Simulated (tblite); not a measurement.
Species: CH6ClFPSi2 (doublet state).
SMILES with atom numbers: `[F:1][C@H:2]([Cl:3])[SiH:4][SiH2:5][PH2:6]` (hydrogens: H7 on C2; H8 on Si4; H9, H10 on Si5; H11, H12 on P6)

Computed with GFN2-xTB (tblite), gas phase: L-BFGS steps from a force-field or distance-geometry start until the largest atomic force falls under 0.01 eV/Å.

Step 35: E = -554.7657 eV
```
atom  x, y, z in Å  |  force x, y, z in eV/Å
F1     -1.4535   -1.3791    1.1481   -0.064   0.050   0.040
C2     -1.8892   -0.7044    0.0468    0.032  -0.073  -0.193
Cl3    -1.3025   -1.6266   -1.3989    0.017   0.052   0.036
Si4    -1.1359    1.0854   -0.0077    0.051   0.031  -0.009
Si5     1.0848    1.0350    0.6459   -0.118   0.071  -0.023
P6      2.5490   -0.1664   -0.5783   -0.010   0.013   0.032
H7     -2.9798   -0.7867    0.0173    0.041  -0.023   0.091
H8     -1.6345    1.5294   -1.3234    0.019  -0.009   0.064
H9      1.1046    0.5406    2.0295    0.040  -0.021   0.006
H10     1.5913    2.4172    0.6749   -0.019  -0.061  -0.059
H11     2.4332   -1.2915    0.2172    0.008  -0.069  -0.016
H12     1.6337   -0.6537   -1.4975    0.004   0.040   0.031
```

Step 36: E = -554.7688 eV
```
atom  x, y, z in Å  |  force x, y, z in eV/Å
F1     -1.4838   -1.3926    1.1556   -0.095   0.073   0.001
C2     -1.8941   -0.7140    0.0455    0.038  -0.057  -0.167
Cl3    -1.2675   -1.6250   -1.3866    0.028   0.022  -0.002
Si4    -1.1410    1.0765    0.0118    0.084   0.068  -0.008
Si5     1.0896    1.0411    0.6434   -0.114   0.022  -0.078
P6      2.5544   -0.1793   -0.5702   -0.051   0.050   0.069
H7     -2.9842   -0.7969   -0.0159    0.065  -0.027   0.123
H8     -1.6437    1.5502   -1.2941    0.021  -0.043   0.088
H9      1.1261    0.5652    2.0320    0.041  -0.023   0.023
H10     1.5975    2.4222    0.6442   -0.025  -0.049  -0.053
H11     2.4047   -1.3079    0.2145    0.005  -0.070  -0.016
H12     1.6434   -0.6403   -1.5062    0.003   0.033   0.021
```

Q: Estimate the geometry and energy of step 37. (The exact step hangs on the optimiser's Hessian estimate; all steps are aligned on step 36, rigid shifts and turns removed.)

A: E = -554.7725 eV, largest force 0.151 eV/Å
```
atom  x, y, z in Å  |  force x, y, z in eV/Å
F1     -1.5181   -1.4053    1.1632   -0.107   0.088  -0.050
C2     -1.8990   -0.7252    0.0409    0.043  -0.007  -0.079
Cl3    -1.2288   -1.6224   -1.3720    0.048  -0.028  -0.059
Si4    -1.1455    1.0673    0.0328    0.080   0.088   0.002
Si5     1.0917    1.0479    0.6400   -0.073  -0.047  -0.097
P6      2.5584   -0.1928   -0.5594   -0.087   0.072   0.100
H7     -2.9873   -0.8096   -0.0496    0.071  -0.025   0.127
H8     -1.6518    1.5737   -1.2601    0.016  -0.070   0.088
H9      1.1497    0.5920    2.0346    0.037  -0.018   0.024
H10     1.6030    2.4258    0.6087   -0.030  -0.026  -0.047
H11     2.3742   -1.3273    0.2104   -0.002  -0.056  -0.021
H12     1.6547   -0.6248   -1.5154    0.005   0.027   0.012
```

The energy changes by -0.0037 eV. The first-order estimate −F·Δx gives -0.0050 eV and the mean of the old and new forces, exact on a quadratic surface, -0.0036 eV. The step makes an angle of 83° with the force vector and moves no atom by more than 0.042 Å.

What follows is the cost of the whole relaxation. On one thread of an Arm Neoverse V2, shared host with 96 logical CPUs at a one-minute load of 66, this took 0.63 s.
